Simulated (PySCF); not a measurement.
Molecule: SMILES C1CCCC(F)(F)C1, C$_{6}$H$_{10}$F$_{2}$.

Geometry:
```
atom   x (Å)   y (Å)   z (Å)
  F1  -1.423  -0.798   1.331
  C2  -1.253  -0.988  -0.014
  F3  -2.028  -2.054  -0.347
  C4  -1.739   0.247  -0.742
  C5  -0.839   1.444  -0.452
  C6   0.623   1.128  -0.752
  C7   1.092  -0.107   0.012
  C8   0.202  -1.311  -0.276
  H9  -1.746   0.016  -1.819
 H10  -2.780   0.432  -0.436
 H11  -1.177   2.315  -1.034
 H12  -0.943   1.716   0.612
 H13   1.258   1.992  -0.503
 H14   0.745   0.954  -1.837
 H15   1.066   0.102   1.095
 H16   2.137  -0.347  -0.236
 H17   0.288  -1.618  -1.331
 H18   0.472  -2.180   0.344
```

Geometry PBE0-D3(BJ)/def2-SVP throughout; GIAO in PySCF, gas phase, one conformer, non-relativistic; equivalent atoms averaged; basis pcSseg-1.

For orientation, mPW1PW91 gives these absolute shieldings σ: F1/F3 295.5, C2 60.1, C4/C8 147.1, C6 156.9, C5/C7 158.6, H9/H10/H17/H18 29.66, H11/H12/H15/H16 29.78, H13/H14 30.04 ppm.

A run gave: F1/F3 294.9, C2 61.1, C4/C8 147.9, C6 157.7, C5/C7 159.4, H9/H10/H17/H18 29.61, H11/H12/H15/H16 29.72, H13/H14 29.99 ppm (absolute shieldings σ).

Which functional was used in that run?
A. B3LYP
B. BLYP
C. CAM-B3LYP
D. PBE0

## Answers

D. C2 tells them apart best: PBE0 gives 61.1, CAM-B3LYP gives 56.9, B3LYP gives 53.4, BLYP gives 45.7 ppm.
